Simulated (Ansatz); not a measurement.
This triplet is an excited state, 0.66 eV above the relaxed singlet at the level composite: frozen-core CCSD(T) with HF/cc-pVQZ and the correlation energy extrapolated as X^-3 from cc-pVTZ and cc-pVQZ, plus CCSDT(Q) minus CCSD(T) in cc-pVDZ // PBE0-D3(BJ)/def2-TZVP (Ansatz, a program for electronic structure).

All values below come from Ansatz with PBE0-D3(BJ)/def2-TZVP. No frequencies were computed at this level.

Ansatz 0.2 input:
```yaml
crystal:
  periodic: [false, false, false]
  atoms:
    - { symbol: C, position_ang: [-0.110812, 0.380376, 0.0] }
    - { symbol: F, position_ang: [1.095481, -0.14558, -0.000004] }
    - { symbol: H, position_ang: [-0.984669, -0.234797, 0.000004] }
basis:
  gaussian: { orbitals: def2-tzvp }
hamiltonian:
  xc: pbe0
  dispersion: d3bj
relax:
  max_steps: 150
magnetization:
  spin_polarized: true
  initial_magnetization: 2
```

Output:

```
Functional definition: PBE0
380 factors; their error is unknown
mean field evaluation 1: about -3762.5677 eV, gradient 1.3e1 eV
mean field evaluation 2: about -3763.1081 eV, gradient 8.9e0 eV
mean field evaluation 4: about -3763.4849 eV, gradient 1.8e0 eV
mean field evaluation 8: about -3763.5091 eV, gradient 1.5e-2 eV
mean field -3763.50906041 eV, -138.3064069720 hartree, gradient 3.2e-5 eV, S^2 2.004423; 0 other end points of the search recorded, 0 dependent functions left out
reference -3763.50907998 eV, -138.3064076912 hartree; 9, 7 occupied and 59, 61 virtual orbitals, 380 factors
relax step   1: F+E_penalty+E_count = -3763.52163868 eV  Δ(F+E_penalty+E_count) = +0.000e0 eV  max|allowed force component| = 1.038e0 eV/Å  Δτ_max = 0.0000 Å  (26 SCF iters, accepted)
these checks for a lower state are left out or cut short: starts, cluster_reference, orbital_swaps, neighbouring_geometries, increment
380 factors; their error is unknown
mean field evaluation 16: about -3763.5042 eV, gradient 5.9e-1 eV
mean field -3763.51790810 eV, -138.3067321185 hartree, gradient 1.4e-5 eV, S^2 2.004399; 0 other end points of the search recorded, 0 dependent functions left out
reference -3763.51792773 eV, -138.3067328400 hartree; 9, 7 occupied and 59, 61 virtual orbitals, 380 factors
relax step   2: F+E_penalty+E_count = -3763.53048516 eV  Δ(F+E_penalty+E_count) = -8.846e-3 eV  max|allowed force component| = 3.640e-1 eV/Å  Δτ_max = 0.0084 Å  (32 SCF iters, accepted)
these checks for a lower state are left out or cut short: starts, cluster_reference, orbital_swaps, neighbouring_geometries, increment
380 factors; their error is unknown
mean field -3763.51905761 eV, -138.3067743624 hartree, gradient 1.4e-5 eV, S^2 2.004387; 0 other end points of the search recorded, 0 dependent functions left out
reference -3763.51907728 eV, -138.3067750852 hartree; 9, 7 occupied and 59, 61 virtual orbitals, 380 factors
relax step   3: F+E_penalty+E_count = -3763.53163458 eV  Δ(F+E_penalty+E_count) = -1.149e-3 eV  max|allowed force component| = 1.074e-2 eV/Å  Δτ_max = 0.0039 Å  (32 SCF iters, accepted)
these checks for a lower state are left out or cut short: starts, cluster_reference, orbital_swaps, neighbouring_geometries, increment
380 factors; their error is unknown
mean field evaluation 32: about -3763.5067 eV, gradient 1.6e-1 eV
mean field -3763.51906426 eV, -138.3067746065 hartree, gradient 5.8e-5 eV, S^2 2.004389; 0 other end points of the search recorded, 0 dependent functions left out
reference -3763.51908393 eV, -138.3067753295 hartree; 9, 7 occupied and 59, 61 virtual orbitals, 380 factors
relax step   4: F+E_penalty+E_count = -3763.53164103 eV  Δ(F+E_penalty+E_count) = -6.453e-6 eV  max|allowed force component| = 5.832e-3 eV/Å  Δτ_max = 0.0004 Å  (20 SCF iters, accepted)
380 factors; their error is unknown
mean field -3763.51906426 eV, -138.3067746065 hartree, gradient 5.8e-5 eV, S^2 2.004389; 1 other end points of the search recorded, 0 dependent functions left out
reference -3763.51908393 eV, -138.3067753295 hartree; 9, 7 occupied and 59, 61 virtual orbitals, 380 factors
Total energy: -3763.53166071 eV, -138.3072375176 hartree
Atom 0 at    -0.099754     0.380015    -0.000000 Å, force    -0.001137    -0.005832     0.000000 eV/Å
Atom 1 at     1.096043    -0.142136    -0.000004 Å, force     0.000826     0.002198    -0.000000 eV/Å
Atom 2 at    -0.996289    -0.237880     0.000004 Å, force     0.000311     0.003635    -0.000000 eV/Å
Dipole moment:    -0.198281    -0.088555     0.000001 e Å
```

Cost: roughly 3.0 core-seconds.
